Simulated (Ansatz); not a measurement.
Start from `[OH][Ga]([F])[Br]` and change one element to get `[OH][In]([F])[Br]`.

Ansatz, PBE0-D4/def2-TZVP geometries, multiplicity 1. Each molecule was computed in one conformer, which needn't be the lowest.

Elements past krypton have def2 core potentials. Scalar relativity is left out up to krypton.

```json
{"property": "HOMO–LUMO gap (ωB97M-V/def2-TZVPP) / eV", "`[OH][Ga]([F])[Br]`": "11.48"}
{"property": "size of the dipole moment (ωB97M-V/def2-TZVPP) / D", "`[OH][Ga]([F])[Br]`": "2.31"}
{"property": "HOMO energy (ωB97M-V/def2-TZVPP) / eV", "`[OH][Ga]([F])[Br]`": "-11.31"}
{"property": "zero-point energy (PBE0-D4/def2-TZVP) / kJ/mol", "`[OH][Ga]([F])[Br]`": "44.0"}
{"property": "LUMO energy (B3LYP/def2-TZVPP) / eV", "`[OH][Ga]([F])[Br]`": "-2.10"}
{"property": "size of the dipole moment (PBE/def2-TZVPP) / D", "`[OH][Ga]([F])[Br]`": "2.25"}
```

**Question.** What does the change do to each property? (Best estimate.)

**Answer.** The calculation gave: 
```csv
property,`[OH][In]([F])[Br]`,shift
HOMO–LUMO gap (ωB97M-V/def2-TZVPP) / eV,10.40,-1.08
size of the dipole moment (ωB97M-V/def2-TZVPP) / D,2.50,0.19
HOMO energy (ωB97M-V/def2-TZVPP) / eV,-11.18,0.13
zero-point energy (PBE0-D4/def2-TZVP) / kJ/mol,41.1,-2.9
LUMO energy (B3LYP/def2-TZVPP) / eV,-3.06,-0.96
size of the dipole moment (PBE/def2-TZVPP) / D,2.43,0.18
```

With PBE0 the HOMO rises by 0.13 eV and the LUMO falls by 0.97 eV, so the gap narrows by about 1.10 eV. PBE moves the HOMO by 0.11 eV and ωB97M-V by 0.13 eV. Dipoles are sizes alone; their direction can turn.

B3LYP here is the variant with VWN-RPA as its local correlation; programs differ in this.

Spin–orbit coupling is left out; it splits and shifts lone-pair levels of the heavy atoms by tenths of an eV.
